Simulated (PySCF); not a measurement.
# Polarisability and C₆ of N³⁺ (nitrogen, charge +3)

[He] 2s2, closed-shell 1S. All numbers are calculated (PySCF 2.14, scalar relativity by spin-free X2C-1e, in dyall-acv3z). Coupled (time-dependent) response in atomic units; α is the mean over directions.

```csv
method,mean α (bohr³),C₆ (like pair),S(−4)
UHF,2.231,2.249,7.057
PBE,2.089,2.062,6.101
PBE0,2.119,2.102,6.285
B3LYP,2.142,2.116,6.562
M06-2X,2.193,2.069,7.825
```

S(−4) is the Cauchy moment in α(ω) = α(0) + S(−4) ω² + …

α(iu) at M06-2X:

| u (hartree) | α(iu) (bohr³) |
| --- | --- |
| 0 | 2.193 |
| 0.0500 | 2.174 |
| 0.100 | 2.118 |
| 0.200 | 1.922 |
| 0.300 | 1.671 |
| 0.500 | 1.198 |
| 0.750 | 0.8013 |
| 1.00 | 0.5702 |
| 1.50 | 0.3389 |
| 2.00 | 0.2300 |
| 3.00 | 0.1297 |
| 5.00 | 0.06006 |

A single London oscillator, α(iu) = α/(1 + u²/ω²), gives C₆ = (3/4) ω α². Matching the computed C₆ needs ω = 4 × 2.069 / (3 × 2.193²) = 0.574 hartree.

For an ion, C₆ is the dispersion term alone; charge-induced terms of lower order in 1/R come first.
